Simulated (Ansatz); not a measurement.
`[CH3][Sn]([NH2])([F])[F]` → F₂ + `[CH3][Sn][NH2]` at 298.15 K and 1 bar (stannylene formation by 1,1-elimination).

Calculated with Ansatz (gas phase, PBE0-D4/def2-TZVP geometries, no zero-point term in ΔE). CCSD(T)/CBS adds triple-zeta CCSD(T) − MP2 to the extrapolated MP2 energy (def2 sets, frozen cores). This one scheme is used for every species. Elements past krypton have def2 core potentials. For Sn outer-core shells are correlated without core-valence functions, which leaves a few kJ/mol of doubt a bond. Each species was taken in one conformer, which may not be the lowest.

| species | CCSD(T)/CBS energy (Eh) | H − E (kJ/mol) | S (J/(mol·K)) |
| --- | --- | --- | --- |
| `[CH3][Sn]([NH2])([F])[F]` | -509.47039 | 196.8 | 398.3 |
| F₂ | -199.39789 | 15.3 | 201.9 |
| `[CH3][Sn][NH2]` | -309.80337 | 174.8 | 329.1 |

H − E and S are ideal-gas, rigid-rotor, harmonic terms from PBE0-D4/def2-TZVP, for one conformer and one mirror image of each species. 1 Eh = 2625.50 kJ/mol, R = 8.31446 J/(mol·K).

Task: By hand: ΔE, ΔH, ΔS and ΔG.

Result: ΔE = (-199.39789) + (-309.80337) − (-509.47039) = 0.26913 Eh = 706.6 kJ/mol. Δ(H − E) = 15.3 + 174.8 − 196.8 = -6.7, so ΔH = 699.9 kJ/mol. ΔS = 201.9 + 329.1 − 398.3 = 132.7 J/(mol·K). ΔG = 699.9 − 298.15 × (132.7)/1000 = 660.3 kJ/mol.

Task: By hand: the equilibrium constant, and the temperature at which ΔG would vanish if ΔH and ΔS stayed fixed.

Result: log₁₀ K = −ΔG/(RT ln 10) = -115.7. ΔG = 0 at ΔH/ΔS = 5274 K, far beyond where these terms or the molecules hold.

The number of gas molecules changes by +1, which sets the sign of ΔS. A doubt of 5 kJ/mol in ΔE shifts log₁₀ K by 0.9 here. Other conformers and mirror images would add mixing entropy, several J/(mol·K) or more a flexible species. Modes under 60 cm⁻¹, often nearly free rotors, make the harmonic entropy too high. These are equilibria of isolated gas molecules and say nothing of rates. Largest T1 diagnostic: 0.016 (customary marks: 0.02 for closed shells, 0.045 for open ones).
